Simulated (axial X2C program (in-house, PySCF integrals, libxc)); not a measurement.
# Spin–orbit splitting of π states down a group (EOM-EA-CCSD)

Computed with an in-house all-electron X2C program for linear molecules (integrals from PySCF): two-component X2C with atomic mean-field Coulomb and Gaunt terms, Dyall basis sets with cores contracted in-house.

The first pair of π-type roots with Ω = 1/2 and 3/2, reached by adding an electron to a closed-shell reference; vertical energies, inner shells frozen. Splitting means E(3/2) − E(1/2).

Basis sets: Al dyall-av3z, Ga dyall-acv3z, In dyall-acv3z, Pt dyall-acv3z. Correlated electrons in EOM-CCSD (inner shells frozen, about 90 virtual spinors): AlPt⁺ 12, GaPt⁺ 12, InPt⁺ 12.

| species | reference | R (Å) | main character | spinor gap ε(3/2) − ε(1/2), HF (cm⁻¹) |
| --- | --- | --- | --- | --- |
| AlPt | AlPt⁺ | 2.357 | 67% Al pπ, 21% Pt pπ | 670 |
| GaPt | GaPt⁺ | 2.392 | 66% Ga pπ, 22% Pt pπ | 920 |
| InPt | InPt⁺ | 2.596 | 70% In pπ, 20% Pt pπ | 1430 |

**Question.** Should these pairs be regular or inverted?

**Answer.** Regular: one electron outside a closed shell puts Ω = 1/2 lowest, with the sign of the spinor gap.

EOM-EA-CCSD gives:

```
species  binding Ω = 1/2 (eV)  binding Ω = 3/2 (eV)  splitting (cm⁻¹)  lowest root?
   AlPt                 5.226                 5.113               909            no
   GaPt                 5.168                 5.021              1184            no
   InPt                 5.037                 4.847              1538            no
```

A negative binding energy means unbound at this level; the spinor gap is withheld where the HF spinor is unbound or of another character. A small p share on a heavy partner can supply much of the splitting, and mixing of Ω = 1/2 with σ states shifts it further.

States that need a further excitation are missing; levels can be off by some tenths of an eV, splittings by less.
